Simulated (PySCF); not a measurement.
# Polarisability and C₆ of Bi⁶⁶⁺ (bismuth, charge +66)

[Ne] 3s2 3p5, 2P determinant. Computed with PySCF 2.14 in an even-tempered Gaussian basis (17 s from 20 bohr⁻², ratio 2.5; 12 p from 26 bohr⁻², ratio 2.5; 4 d from 100 bohr⁻², ratio 2.7; 4 f from 150 bohr⁻², ratio 2.7), with the spin-free X2C one-electron Hamiltonian (Gaussian nucleus). Coupled (time-dependent) response in atomic units; α is the mean over directions.

```json
{"method": "UHF", "mean α (bohr³)": "0.0008924", "α xx, yy, zz": "0.001235, 0.0007209, 0.0007209", "C₆ (like pair)": "2.655e-05", "S(−4)": "7.020e-07"}
{"method": "PBE0", "mean α (bohr³)": "0.0008946", "α xx, yy, zz": "0.001235, 0.0007242, 0.0007242", "C₆ (like pair)": "2.660e-05", "S(−4)": "7.126e-07"}
```

S(−4) is the Cauchy moment in α(ω) = α(0) + S(−4) ω² + …

Spin-orbit coupling is absent.

α(iu) at UHF:

```tsv
u (hartree)	α(iu) (bohr³)
0	0.0008924
4.00	0.0008813
8.00	0.0008502
16.0	0.0007493
24.0	0.0006334
32.0	0.0005287
40.0	0.0004431
60.0	0.0003022
80.0	0.0002256
120	0.0001512
200	9.479e-05
```

A single London oscillator, α(iu) = α/(1 + u²/ω²), gives C₆ = (3/4) ω α². Matching the computed C₆ needs ω = 4 × 2.655e-05 / (3 × 0.0008924²) = 44.5 hartree.

For an ion, C₆ is the dispersion term alone; charge-induced terms of lower order in 1/R come first.

The components differ because the open shell of this determinant is not spherical; for a pure term their mean is the scalar polarisability.

Spin-orbit coupling, absent here, splits the open shell strongly.
